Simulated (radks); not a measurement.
Results of a calculation; reference values are marked as such.
Question: The scandium ion Sc3+, [Ar]. Code: a radial shooting solver on a logarithmic mesh with Libxc functionals. Model: non-relativistic Kohn-Sham, r2SCAN, spin-polarised, spherical densities, point nucleus; meta-GGA in the generalised Kohn-Sham scheme. Every spin shell is full or empty, so the densities are truly spherical. Functionals are evaluated on that one density, not self-consistently. Rank these exchange functionals by their error against the exact value of the orbitals, and give that value: LDA, B88, RPBE, PW86, OPTX, AM05, SOGGA, B86b, EV93, TPSS, SCAN, r2SCAN, Tao-Mo, TASK, MVS.

Answer: Exact: -37.3294 hartree. From best to worst, with 100 (|E| - |E exact|)/|E exact| (equal figures are ties): r2SCAN 0.00, B86b 0.00, B88 -0.05, TPSS +0.11, RPBE -0.12, OPTX +0.16, MVS -0.17, SCAN +0.29, Tao-Mo -0.30, PW86 +0.31, EV93 +0.77, TASK -2.88, SOGGA -3.35, AM05 -6.54, LDA -7.39.
